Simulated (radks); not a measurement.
Values are calculated unless marked as measured or tabulated.
Problem. Species: Zr I. Configuration: [Kr] 4d2 5s1 6s1 (not the ground configuration). Level of theory: scalar-relativistic Kohn-Sham, PBE, spin-unpolarised, spherical densities, finite nucleus; Fermi nuclear charge, rms radius 4.2694 fm (a radial shooting solver on a logarithmic mesh with Libxc functionals). Some entries of the table are withheld. Estimate them.

| orbital | occ. | eigenvalue (hartree) | <r^2> (bohr^2) | <1/r> (bohr^-1) |
|---|---|---|---|---|
| 1s | 2 | (1) | (2) | 41.25 |
| 2s | 2 | -90.88974 | 0.03117 | (3) |
| 2p | 6 | -81.06551 | 0.02455 | (4) |
| 3s | 2 | -15.00146 | 0.2410 | 3.140 |
| 3p | 6 | -11.80044 | 0.2489 | 2.981 |
| 3d | 10 | -6.54696 | (5) | 2.740 |
| 4s | 2 | -2.12968 | (6) | 1.115 |
| 4p | 6 | -1.31994 | 2.148 | 0.9766 |
| 5s | 1 | -0.25161 | 13.75 | 0.3689 |
| 4d | 2 | -0.24962 | 5.650 | 0.6242 |
| 6s | 1 | -0.04987 | 98.71 | 0.1310 |

Solution. 
(1) 1s eigenvalue (hartree): -655.1727
(2) 1s <r^2> (bohr^2): 0.001853
(3) 2s <1/r> (bohr^-1): 9.250
(4) 2p <1/r> (bohr^-1): 9.013
(5) 3d <r^2> (bohr^2): 0.2477
(6) 4s <r^2> (bohr^2): 1.669
